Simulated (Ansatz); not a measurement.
Computed with Ansatz on PBE0-D4/def2-TZVP structures; ΔE is electronic, products minus reactants. CBS: MP2 limit from def2 TZ/QZ plus the TZ coupled-cluster correction, frozen cores. Functionals use def2-TZVPP. B3LYP here is the variant with VWN-RPA as its local correlation; programs differ in this. For Ga outer-core shells are correlated without core-valence functions, which leaves a few kJ/mol of doubt a bond. Scalar relativity is left out up to krypton. Each species was taken in one conformer, which may not be the lowest.

Consider the redistribution: `[SiH3][O][GaH2]` + `BN(C)[SiH2]F` → `BN([SiH3])[SiH2]F` + `C[O][GaH2]`.

`[SiH3][O][GaH2]`:

Z-matrix (Å, degrees):
```
Si
O 1 1.629
H 1 1.488 2 110.0
H 1 1.492 2 111.4 3 120.2
H 1 1.488 2 110.0 3 -119.7
Ga 2 1.785 1 139.3 3 -120.2
H 6 1.555 2 113.8 1 179.9
H 6 1.561 2 116.0 1 -0.1
```

`BN(C)[SiH2]F`:

Cartesian coordinates in Å:
```
B 0.221 -1.584 -0.350
N 0.112 -0.215 -0.081
C 1.152 0.734 -0.474
Si -1.266 0.428 0.750
F -2.059 1.417 -0.225
H -0.668 -2.315 -0.021
H 1.202 -1.999 -0.900
H 1.989 0.196 -0.919
H 0.771 1.451 -1.206
H 1.519 1.295 0.390
H -2.164 -0.670 1.148
H -0.811 1.263 1.887
```

`BN([SiH3])[SiH2]F`:

```xyz
12

B     1.308   -0.407   -0.935
N     0.188   -0.033   -0.158
Si   -0.910   -1.314    0.346
Si   -0.069    1.618    0.297
F     0.250    1.799    1.852
H     2.099    0.418   -1.291
H     1.451   -1.561   -1.236
H    -1.975   -0.693    1.174
H    -0.180   -2.325    1.147
H    -1.515   -1.961   -0.844
H    -1.494    1.975    0.117
H     0.848    2.484   -0.470
```

`C[O][GaH2]`:

```xyz
8

C     0.797   -0.784    0.505
O     0.632    0.437   -0.163
Ga   -0.948    1.080   -0.679
H     1.446   -1.446   -0.079
H    -0.150   -1.312    0.681
H     1.276   -0.618    1.477
H    -2.189    0.188   -0.341
H    -0.865    2.454   -1.401
```

| level | ΔE (kJ/mol) |
| --- | --- |
| PBE-D4 | 78.8 |
| r2SCAN-D4 | 84.4 |
| B3LYP-D4 | 84.3 |
| PBE | 80.1 |
| PBE0 | 84.1 |
| SCS-MP2/def2-QZVPP | 89.9 |
| HF/CBS(def2) | 93.3 |
| CCSD/CBS(def2) | 87.6 |

(1) What does CCSD(T)/CBS give? (An estimate is asked.)

Largest T1 diagnostic among the species: 0.015.

Results:

(1) Computed: +86.1 kJ/mol. The listed levels differ from it by -7.3, -1.7, -1.8, -6.0, -2.0, 3.8, 7.2, 1.5 kJ/mol.

From PBE to PBE0 (25 % exact exchange), in def2-TZVPP and without D4, ΔE moves by +4.0 kJ/mol.
